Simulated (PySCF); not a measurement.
## Al2H3ClO4

Al2H3ClO4 is a molecule, neutral, singlet. The structure, one conformer, was relaxed in the gas phase by PBE0-D3(BJ)/def2-SVP. No frequency run checks that it is a minimum.

SMILES: [OH][Al]([OH])[O][Al]([OH])[Cl]

Coordinates in Å:
```
O1      0.051    2.612   -0.680
Al2     0.406    0.958   -0.776
O3      1.266    0.384   -2.116
O4     -0.093   -0.153    0.398
Al5    -0.114   -1.462    1.454
O6     -1.454   -2.467    1.685
Cl7     1.565   -1.897    2.615
H8     -0.414    3.039    0.040
H9      1.583    0.956   -2.817
H10    -2.284   -2.391    1.214
```

Shieldings: GIAO PBE0/pcSseg-1. Shifts are against computed references at the same level: H TMS (σ 31.27 ppm). Core levels by delta-SCF with SCAN, pcX-2 on the ionised atom and pcseg-1 elsewhere, spin-free X2C (2p3/2 is the spin-free 2p value less a third of a first-order spin-orbit splitting); from the vacuum level, for chosen atoms.

(1) Give the NMR and core-level values of the distinct atoms.

(2) Which of O1, O4, O6 holds its core electrons tightest, and by how much against the loosest?

(3) By CAM-B3LYP/def2-SVPD (TDDFT singlets, Tamm-Dancoff triplets, ionisation by delta-SCF), where does absorption start, and what does vertical ionisation take?

Answers

(1) 
```tsv
atoms	bonded to	σ (ppm)	δ (ppm)	core level (eV)
O1	1 Al + 1 H	327.5	-	1s 538.36
Al2	3 O	477.3	-	-
O3	1 Al + 1 H	331.6	-	-
O4	2 Al	293.4	-	1s 537.56
Al5	1 Cl + 2 O	463.1	-	2p3/2 81.56
O6	1 Al + 1 H	312.3	-	1s 538.43
Cl7	1 Al	1024.8	-	2p3/2 205.90
H8	1 O	30.15	1.12	-
H9	1 O	30.11	1.15	-
H10	1 O	29.81	1.46	-
```

Values are those of this one static structure; atoms that internal rotation interchanges would show their mean in an NMR spectrum.

(2) O6 (bonded to 1 Al + 1 H), by 0.86 eV over O4 (bonded to 2 Al).

(3) The lowest singlet lies at 6.89 eV (f 0.006), the strongest of the first 6 at 7.63 eV (f 0.074), the lowest triplet at 6.62 eV; vertical ionisation takes 11.47 eV.

The 3 runs behind this took 5.9 min in all, one thread each of Arm Neoverse V1 on a shared host, launched as `OMP_NUM_THREADS=1 python cluster_run.py task.json out`.
